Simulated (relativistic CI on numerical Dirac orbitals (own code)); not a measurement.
## Cr V: sensitivity of the levels to the model

Base calculation: Dirac-Coulomb-Breit CI, separate exchange-only KLI orbitals for each configuration, a model potential for QED, valence Slater integrals scaled by 0.85, P86 correlation energy added to each configuration.

Configurations in the expansion (outside the closed core [Ne]): 3s²3p⁶3d², 3s²3p⁶3d4s, 3s²3p⁶3d4p, 3s²3p⁵3d³, 3s²3p⁶3d4d, 3s²3p⁶3d5s, 3s²3p⁶3d4f, 3s²3p⁶3d5p, 3s²3p⁶4s², 3s3p⁶3d³, 3s²3p⁶3d5d, 3s²3p⁶3d6s, 3s²3p⁶4s4p, 3s²3p⁶3d5f, 3s²3p⁶3d6p, 3s²3p⁶3d5g, 3s²3p⁶3d6d, 3s²3p⁶4p², 3s²3p⁶4s4d, 3s²3p⁵3d²4s, 3s²3p⁶4p4d, 3s²3p⁵3d²4p, 3p⁶3d⁴, 3p⁵3d⁵. Double excitations out of closed p, d and f shells are left out; levels of such configurations are missing from the list, as are those of other unlisted configurations, and high levels can miss mixing partners. These lack a partner that the ground configuration has and come out too high: 3s²3p⁵3d²4s, 3s²3p⁵3d²4p.

The lowest level and the first level of each name with at least 55 % of one term (blank where a level has no safe partner in the second run):

| Level | Base (cm⁻¹) | Shift (cm⁻¹) |
| --- | --- | --- |
| 3s²3p⁶3d² ³F2 | 0.0 | 0.0 |
| 3s²3p⁶3d² ³F3 | 480.3 | +70.1 |
| 3s²3p⁶3d² ³F4 | 1080.7 | +168.4 |
| 3s²3p⁶3d² ¹D2 | 13238.5 | +64.1 |
| 3s²3p⁶3d² ³P0 | 15163.8 | +16.6 |
| 3s²3p⁶3d² ³P1 | 15336.5 | +33.4 |
| 3s²3p⁶3d² ³P2 | 15691.0 | +125.1 |
| 3s²3p⁶3d² ¹G4 | 21247.1 | +122.7 |
| 3s²3p⁶3d² ¹S0 | 50970.9 | +44.7 |
| 3s²3p⁶3d4s ³D1 | 169963.0 | -150.3 |
| 3s²3p⁶3d4s ³D2 | 170268.4 | -115.2 |
| 3s²3p⁶3d4s ³D3 | 170843.4 | -37.2 |
| 3s²3p⁶3d4s ¹D2 | 174474.9 | -70.4 |
| 3s²3p⁶3d4p ¹D°2 | 230437.4 | -115.5 |
| 3s²3p⁶3d4p ³D°1 | 231887.8 | -155.5 |
| 3s²3p⁶3d4p ³D°2 | 232370.3 | -96.1 |
| 3s²3p⁶3d4p ³D°3 | 232983.7 | -43.0 |
| 3s²3p⁶3d4p ³F°2 | 233787.5 | -149.5 |
| 3s²3p⁶3d4p ³F°3 | 234512.7 | -101.6 |
| 3s²3p⁶3d4p ³F°4 | 235564.3 | -22.7 |
| 3s²3p⁶3d4p ³P°1 | 238499.3 | -126.2 |
| 3s²3p⁶3d4p ³P°0 | 238553.0 | -141.1 |

At this charge configurations can still be misplaced by up to about 7 % of their energy. 45 of the 45 excited levels that our extract of the measured tables holds in this range could be paired (the sources list more); they are missed by 2688 cm⁻¹ on average and 4318 at most, and levels without a partner can miss by more.

Q: One thing was changed in a second run, which moved the levels as shown. Which?
A. Breit term removed
B. no correlation estimate
C. Slater integrals left unscaled
D. configuration mixing switched off
E. QED terms removed

A: A. Breit term removed. The Breit term mainly narrows fine-structure intervals, so removing it widens them.
